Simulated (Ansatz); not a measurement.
Consider the cleavage of the Si–B bond: `[SiH3]B1CN1` + `C[SiH2]N` → `C[SiH2]N[SiH3]` + `B1CN1`.

Gas-phase electronic energies from Ansatz, PBE0-D4/def2-TZVP geometries. CCSD(T)/CBS is the MP2 limit (def2-TZVPP, def2-QZVPP) plus CCSD(T) − MP2 in def2-TZVPP, frozen cores. This one scheme is used for every species. Functionals use def2-TZVPP. Each species was taken in one conformer, which may not be the lowest.

Q: Is it downhill or uphill in electronic energy at CCSD(T)/CBS, and by how much? (Best estimate.)

A: Ansatz gave: Downhill: ΔE = -57.9 kJ/mol.

Q: What do these levels give: BHLYP-D4, ωB97M-V, revPBE, r2SCAN, CCSD/def2-TZVPP, HF/def2-QZVPP? (Best estimate.)

A: Ansatz gave: BHLYP-D4 -65.2, ωB97M-V -60.3, revPBE -37.2, r2SCAN -51.9, CCSD/def2-TZVPP -58.3, HF/def2-QZVPP -71.6 kJ/mol.

Largest T1 diagnostic among the species: 0.014.

Leaving LDA and LC-ωPBE aside and taking each functional with its dispersion term where it has one, the values, not all of them listed here, spread over 23.2 kJ/mol, from BHLYP-D4 to PBE-D4. LDA lies −3.7 kJ/mol from PBE without D4. At CCSD(T), def2-SVP lies +5.9 kJ/mol from the extrapolated value and def2-TZVPP +1.4 kJ/mol. In def2-TZVPP, CCSD(T) changes the Hartree–Fock value by +13.5 kJ/mol (the triples alone add +1.8 kJ/mol) and MP2 by +7.3 kJ/mol.
